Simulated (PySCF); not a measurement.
Computed with PBE-D3(BJ)/def2-TZVP // PBE-D3(BJ)/def2-SVP run with PySCF. All species are isolated molecules in the gas phase. One relaxed conformer stands for a flexible species; it need not be the lowest. 

Reference species (SMILES): `[SiH3][Si]([SiH3])([SiH3])[SiH3]` (neutral, multiplicity 1).

```
Property          Value
-------------  --------
HOMO–LUMO gap   5.79 eV
HOMO           -6.96 eV
```

Changed species: `CC[Si](CC)(CC)CC` (4 of 4 SiH3 replaced by C2H5; the reference has 0 of 4 SiH3 replaced by C2H5).

### Question
Predict the effect on the HOMO–LUMO gap and HOMO.

### Answer
the HOMO–LUMO gap rises by 0.70 eV, to 6.49 eV; the HOMO increases by 0.58 eV, to -6.38 eV.
